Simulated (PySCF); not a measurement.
**V+: excitation energy**

V+ [Ar] 3d4 (5D) → V+ [Ar] 3d3 4p1 (high-spin determinant), as a difference of total energies. All numbers are calculated (PySCF 2.14, the non-relativistic Hamiltonian (point nucleus), in def2-TZVPPD (6s6p4d2f1g, 67 functions)). Correlated levels: valence: [Ar] frozen. The calculations carry no spin-orbit coupling.

```
           method  excitation energy (eV)
              UHF                   3.594
    MP2 (valence)                   4.152
SCS-MP2 (valence)                   3.780
   CCSD (valence)                   4.154
CCSD(T) (valence)                   4.158
```

How much does correlation contribute at CCSD(T) (valence)?

4.158 − (3.594) = 0.564 eV, measured against UHF.

A first-order spin-orbit estimate (lowest level to lowest level, LS coupling) adds -0.028 eV.

The determinant of the upper state mixes LS terms, which raises its energy above the lowest term, most at the Hartree-Fock and MP2 levels.
